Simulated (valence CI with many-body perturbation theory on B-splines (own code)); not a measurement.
**Ladder of approximations for Co6+**

Method: valence CI with perturbative core correlation (CI+MBPT): three valence electrons over a frozen Dirac-Fock core [Ar], radial functions for each j: 9 s, 9 p, 10 d, 8 f, 5 g, 3 h, 1 i, with the one-electron correlation potential Σ1 (screened to all orders), the two-electron term Σ2, the three-electron term Σ3, Breit, model QED; selected single and double excitations, second order for the rest, scaled by the run's own slope (own B-spline code, finite nucleus).

Against 6 measured levels this calculation errs by 282 cm⁻¹ on average and by 613 at most. These come from a selection out of Sugar and Corliss, J. Phys. Chem. Ref. Data 10, 1097 (1981). Levels without a partner in it may be off by more, other configurations by 1,000 to 8,000 cm⁻¹. The list stops below the first excitations out of the core. Only levels of the ground parity were solved; by the run's estimate the other parity begins above the list, which can be wrong where configurations are misplaced.

Each rung adds one term. CI alone is the Dirac-Coulomb CI over the frozen core; QED comes last and gives the full result, which names the levels. Energies are above 3d3 4F_3/2 on the same rung, in cm⁻¹.

Names give the largest LS component (configuration and term), which can be under half, so a name can repeat, a term be missing and a line seem to break the LS rules; names also repeat where a configuration has a term twice. Letters in brackets count levels of one name in rising energy.

```tsv
Level	CI alone
3d3 4F_5/2	694
3d3 4F_7/2	1623
3d3 4F_9/2	2751
3d3 4P_1/2	22989
3d3 4P_3/2	23191
3d3 4P_5/2	24148
3d3 2G_7/2	24129
3d3 2G_9/2	25040
3d3 2P_3/2	30431
3d3 2P_1/2	30430
3d3 2H_9/2	32662
3d3 2H_11/2	33331
3d3 2D_5/2 [a]	34070
3d3 2D_3/2 [a]	33803
3d3 2F_7/2	54287
3d3 2F_5/2	54687
```

(1) What do these energies become with core correlation, Breit and QED?

(2) How does the ionisation energy move along the ladder, and which term matters most?

## Answers

(1) 3d3 4F_5/2 702 (+7); 3d3 4F_7/2 1623 (0); 3d3 4F_9/2 2719 (-31); 3d3 4P_1/2 21609 (-1380); 3d3 4P_3/2 21848 (-1343); 3d3 4P_5/2 22800 (-1348); 3d3 2G_7/2 22969 (-1161); 3d3 2G_9/2 23872 (-1167); 3d3 2P_3/2 29940 (-490); 3d3 2P_1/2 30354 (-76); 3d3 2H_9/2 31585 (-1077); 3d3 2H_11/2 32182 (-1149); 3d3 2D_5/2 [a] 32873 (-1198); 3d3 2D_3/2 [a] 33154 (-649); 3d3 2F_7/2 52056 (-2231); 3d3 2F_5/2 52564 (-2122).

(2) CI alone 123.58, + Σ1 125.64, + Σ2 128.75, + Σ3 128.75, + Breit 128.75, + QED 128.76 eV. The largest step is Σ2, 3.11 eV. NIST lists 128.9 ± 0.5 eV (semi-empirical).
